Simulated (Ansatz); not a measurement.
Born–Oppenheimer molecular dynamics of C₂H₅ClOSi (10 atoms, charge 0, multiplicity 1). It starts from a relaxed structure.

Level of theory: Ansatz, RKS BLYP/STO-3G.

```yaml
ensemble: NVE (velocity Verlet)
time_step: 0.5 fs
steps_asked: 400
starting_velocities_drawn_for: 1000 K
seed: 542118
```

First frame:

```xyz
10
Properties=species:S:1:pos:R:3
O -2.145 0.082 -0.768
Si -0.605 -0.652 -0.532
C 0.428 -0.368 0.998
C 0.959 0.357 -0.322
Cl 0.928 2.226 -0.306
H -2.029 1.018 -0.330
H -0.557 -1.922 -1.241
H 0.050 0.315 1.779
H 1.103 -1.134 1.419
H 1.951 0.027 -0.695
```

Task: How far do the bonds stretch over the last three quarters of this one trajectory? (Pairs bonded in most of those frames.)

Result: 
| bond | mean (Å) | spread (Å) | shortest | longest |
| --- | --- | --- | --- | --- |
| O1–Si2 | 1.728 | 0.047 | 1.64 | 1.84 |
| O1–H6 | 1.046 | 0.015 | 1.01 | 1.07 |
| Si2–C3 | 1.876 | 0.047 | 1.79 | 1.98 |
| Si2–C4 | 1.878 | 0.045 | 1.79 | 1.94 |
| Si2–H7 | 1.459 | 0.005 | 1.45 | 1.47 |
| C3–C4 | 1.602 | 0.042 | 1.53 | 1.70 |
| C3–H8 | 1.112 | 0.032 | 1.04 | 1.18 |
| C3–H9 | 1.112 | 0.030 | 1.05 | 1.17 |
| C4–Cl5 | 1.876 | 0.035 | 1.81 | 1.96 |
| C4–H10 | 1.113 | 0.024 | 1.07 | 1.15 |

Mean temperature of the second half: 501 K. The conserved energy stayed within 0.45 meV per atom of its start (net change 0.24 meV per atom), so the integration is sound. The temperature averaged 0.50 of the 1000 K drawn at the start: a run that starts near a minimum puts about half its kinetic energy into the potential. A run of 0.2 ps of so small a system gives no equilibrium averages. Limits of this set-up: minimal basis.

Run time: 8.4 min on 1 thread of Arm Neoverse V2, on a shared host, peak memory 0.082 GiB.
